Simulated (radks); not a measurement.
Values are calculated unless marked as measured or tabulated.
Nb II, configuration [Kr] 4d4.

Code: a radial shooting solver on a logarithmic mesh with Libxc functionals. Model: Dirac Kohn-Sham, BLYP, spin-unpolarised, spherical densities, finite nucleus; open shells fill j = l - 1/2 first; Fermi nuclear charge, rms radius 4.324 fm.

Energy parts (hartree):
total: -3820.35371
kinetic: 3954.72770
electron-nucleus: -9216.23656
Hartree: 1560.42670
exchange-correlation: -119.27154

Orbitals (lengths in bohr, moments of r in powers of bohr):
\begin{tabular}{lrrr}
orbital & occ. & eigenvalue (hartree) & <r^2> \\ \hline
1s1/2 & 2 & -691.2297 & 0.001757 \\
2s1/2 & 2 & -96.86183 & 0.02938 \\
2p1/2 & 2 & -88.92335 & 0.02223 \\
2p3/2 & 4 & -85.40124 & 0.02361 \\
3s1/2 & 2 & -16.34055 & 0.2253 \\
3p1/2 & 2 & -13.35192 & 0.2244 \\
3p3/2 & 4 & -12.78148 & 0.2351 \\
3d3/2 & 4 & -7.50001 & 0.2243 \\
3d5/2 & 6 & -7.39382 & 0.2278 \\
4s1/2 & 2 & -2.37454 & 1.525 \\
4p1/2 & 2 & -1.55083 & 1.891 \\
4p3/2 & 4 & -1.47338 & 1.987 \\
4d3/2 & 4 & -0.34152 & 5.274 \\
4d5/2 & 0 & -0.33547 & 5.401 \\
\end{tabular}

The highest occupied level is 4d3/2 at -9.293 eV. Summed over all electrons, <r^2> = 40.18 bohr^2, which gives a Langevin (diamagnetic) susceptibility term of -31.8 x 10^-6 cm^3/mol. The electron density at the nucleus is 8.251e+04 e/bohr^3. For comparison, the ionisation energy in NIST's Atomic Spectra Database is 14.320 eV (semi-empirical). In exact Kohn-Sham theory the highest level is minus the ionisation energy, but local and semilocal functionals leave it too shallow, through self-interaction and a potential that decays too fast; potentials with the right tail come closer. The density falls to 0.001 e/bohr^3 at r = 4.10 bohr.

Beside tabulated values, note that spin-unpolarised runs miss the spin-polarisation part of the exchange energy of open shells.
